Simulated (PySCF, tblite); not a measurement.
Species: C₁₀H₉N.
Atom-mapped SMILES: `[CH2:1]=[CH:2][CH2:3][C@H:4]([CH3:5])[C:6]#[C:7][C:8]#[C:9][C:10]#[N:11]` (hydrogens: H12, H13 on C1; H14 on C2; H15, H16 on C3; H17 on C4; H18, H19, H20 on C5)

Geometry (GFN2-xTB, Å), atoms numbered from 1 in this order:
```xyz
20
C10H9N angstrom
C     -2.4399   -1.9611    1.2298
C     -1.4953   -1.4460    0.4662
C     -1.6722   -0.2247   -0.3790
C     -0.7303    0.9153    0.0636
C     -1.0232    2.1996   -0.7203
C      0.6467    0.5315   -0.1353
C      1.7963    0.2229   -0.3578
C      3.0784   -0.1141   -0.5948
C      4.2368   -0.4124   -0.8237
C      5.5252   -0.7365   -1.0809
N      6.6220   -1.0093   -1.3031
H     -2.2761   -2.8406    1.8284
H     -3.4262   -1.5283    1.2809
H     -0.5101   -1.8934    0.4307
H     -1.4571   -0.4682   -1.4236
H     -2.7027    0.1289   -0.3119
H     -0.8871    1.1026    1.1338
H     -0.3531    2.9983   -0.4100
H     -0.8888    2.0300   -1.7866
H     -2.0485    2.5162   -0.5449
```

Jobs on this species (20 atoms, 76 electrons) with PySCF (density fitting) and tblite. Hardware of each: Intel Xeon at 2.50 GHz, one thread, no GPU (shared host). The host was shared with other jobs, so the times are rough.

```tsv
level and settings	work	basis functions	SCF cycles	wall time
GFN2-xTB	L-BFGS relaxation	–	–	?
GFN2-xTB	Hessian by finite differences	–	–	2.8 s
PBE0/pcSseg-1	shieldings, charges and field gradients	232	16	2.1 min
```

Task: Fill in the missing figures.

Result: 
- GFN2-xTB; L-BFGS relaxation: 2.0 s

Task: What do all jobs in the table cost together?

Result: About 2.2 min; the longest takes about 96 % of that, and about 63 times as long as the shortest.
